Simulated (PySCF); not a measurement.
Fractional electron number in Ru (ruthenium, neutral)

The 5s alpha orbital of [Kr] 4d7 5s1 is emptied in steps (occupation f), with all orbitals relaxed, ending at [Kr] 4d7. Computed with PySCF 2.14 in x2c-TZVPall, with the spin-free X2C one-electron Hamiltonian (Gaussian nucleus). The exact energy is a straight line in f; departures are measured from the line between the end points of the same method.

| f | UHF (eV) |
| --- | --- |
| 1 | 0.000 |
| 0.8 | 0.029 |
| 0.6 | 0.042 |
| 0.4 | 0.041 |
| 0.2 | 0.026 |
| 0 | 0.000 |

```tsv
method	E(f=0) − E(f=1) (eV)	−ε at f=1 (eV)	−ε at f=0.4 (eV)
UHF	6.297	6.483	6.258
```

Orbital energy along the path (eV):

```
  f     UHF
  1  -6.483
0.8  -6.401
0.6  -6.326
0.4  -6.258
0.2  -6.195
  0  -6.136
```

Reference removal energy between the ground levels: 7.361 eV (measured; NIST Atomic Spectra Database, ionization energies). The calculation has no spin-orbit coupling. UHF lacks correlation.
